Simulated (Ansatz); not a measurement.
Geometry optimisation, RKS PBE/6-31G* (Ansatz 0.2.0).

Input:

```yaml
crystal:
  periodic: [false, false, false]
  atoms:
    - { symbol: Al, position_ang: [0.0, 0.0, 0.0] }
    - { symbol: F, position_ang: [0.0, 0.0, 2.04] }
    - { symbol: O, position_ang: [1.5415, 0.0, -0.89] }
    - { symbol: H, position_ang: [1.8414, -0.9519, -1.0449] }
    - { symbol: O, position_ang: [-1.5415, 0.0, -0.89] }
    - { symbol: H, position_ang: [-2.0512, -0.8467, -0.6815] }
    - { symbol: H, position_ang: [0.0834, 1.7631, 0.5865] }
    - { symbol: H, position_ang: [0.0624, 1.3199, 1.5347] }
basis:
  gaussian: { orbitals: "6-31G*" }
hamiltonian:
  xc: pbe
relax:
  f_tol: 0.15
  max_steps: 25
  restrain:
    - { distance: [0, 6], at: 1.56, k: 30.0 }
    - { distance: [7, 1], at: 0.92, k: 30.0 }
    - { distance: [0, 1], at: 2.89, k: 30.0 }
    - { distance: [7, 6], at: 1.86, k: 30.0 }
```

Run as:

```bash
$ ansatz run input.yaml --threads 1 --pin off --max-ram 2048MiB --backend cpu --events-out ev --progress --plain --runs-dir out
```

Question: Where does it end, and by what steps?

Answer: The run converged. The restraints hold the end off the free minimum. After 7 steps the energy has fallen by 0.212 eV (the restraints' own energy left out); H8 moved furthest, 0.59 Å. Parted: Al1–F2 (2.04 → 2.88 Å). Joined: F2–H8 (1.41 → 0.94 Å).

```json
{"step": "0", "energy less start (eV)": "0.0000", "largest force component (eV/Å)": "2.254", "accepted": "yes"}
{"step": "1", "energy less start (eV)": "0.4155", "largest force component (eV/Å)": "2.262", "accepted": "yes"}
{"step": "2", "energy less start (eV)": "0.1209", "largest force component (eV/Å)": "2.354", "accepted": "yes"}
{"step": "3", "energy less start (eV)": "0.0242", "largest force component (eV/Å)": "1.912", "accepted": "yes"}
{"step": "4", "energy less start (eV)": "-0.1040", "largest force component (eV/Å)": "0.460", "accepted": "yes"}
{"step": "5", "energy less start (eV)": "-0.1656", "largest force component (eV/Å)": "0.383", "accepted": "yes"}
{"step": "6", "energy less start (eV)": "-0.2002", "largest force component (eV/Å)": "0.491", "accepted": "yes"}
{"step": "7", "energy less start (eV)": "-0.2118", "largest force component (eV/Å)": "0.556", "accepted": "yes"}
```

```xyz
8
Properties=species:S:1:pos:R:3
Al 0.001 0.454 -0.371
F 0.043 0.295 2.500
O 1.515 -0.219 -0.842
H 1.570 -1.087 -1.279
O -1.580 -0.122 -0.740
H -1.727 -1.022 -1.078
H 0.070 1.841 0.367
H 0.045 1.144 2.096
```

The run took 13 s on 1 thread of AMD EPYC 7R43 64-Core Processor (Zen 3), on a shared host, peak memory 0.15 GiB.
